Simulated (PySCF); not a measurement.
## From PBE0/6-31G to PBE0/STO-3G: the mean 1H shielding of 7 molecules

PySCF (NMR shieldings with GIAOs, density fitting), isolated neutral molecules in closed-shell states, PBE0-D3(BJ)/def2-SVP geometries kept fixed through all settings. All basis functions are spherical. Basis functions per molecule: 61–77 in 6-31G, 35–49 in STO-3G.

Mean 1H shielding (ppm):

```json
{"molecule": "B/C=C/O[SiH3]", "PBE0/6-31G": "26.21", "PBE0/STO-3G": "27.86"}
{"molecule": "N[SiH2]S[SiH2]P", "PBE0/6-31G": "29.66", "PBE0/STO-3G": "31.92"}
{"molecule": "[SiH3]OC1COC1", "PBE0/6-31G": "27.82", "PBE0/STO-3G": "30.27"}
{"molecule": "OC/C=C\\O[SiH3]", "PBE0/6-31G": "28.23", "PBE0/STO-3G": "30.20"}
{"molecule": "C=C(C)[SiH](O)O", "PBE0/6-31G": "29.34", "PBE0/STO-3G": "30.96"}
{"molecule": "C/C=C\\O[SiH2]O", "PBE0/6-31G": "29.00", "PBE0/STO-3G": "30.56"}
{"molecule": "C=C(F)[SiH2]N", "PBE0/6-31G": "29.23", "PBE0/STO-3G": "?"}
```

Question: What should PBE0/STO-3G give for `C=C(F)[SiH2]N`?

Answer: The basis change moves the other 6 molecules by +1.92 ppm on average (standard deviation 0.37), which puts `C=C(F)[SiH2]N` at 29.23 + 1.92 = 31.15 ppm. A straight line through the pairs, y = 1.026x + 1.19, gives 31.17 ppm. The run gave 30.63 ppm: the mean change misses by 0.52, the line by 0.54 ppm.

Question: Which of the two rules would one have trusted beforehand?

Answer: Leaving out each listed molecule in turn and predicting it from the rest, the mean change misses by 0.370 ppm on average and the line by 0.506; so the mean change, and for `C=C(F)[SiH2]N` it was the closer one.

Question: How even is the effect, and which conclusions about the order would change?

Answer: Among the 6 molecules with both values given it runs from +1.56 ppm for `C/C=C\O[SiH2]O` to +2.45 ppm for `[SiH3]OC1COC1`; `C=C(F)[SiH2]N` moves by +1.40 ppm, outside this range. The change is of one sign for all of them. Of the 15 pairs among the 6, 1 changes order, the widest-spaced at PBE0/6-31G being `[SiH3]OC1COC1` and `OC/C=C\O[SiH3]`, 0.41 ppm apart there.

Neither level serves as a reference here, and other classes of molecule may behave otherwise.
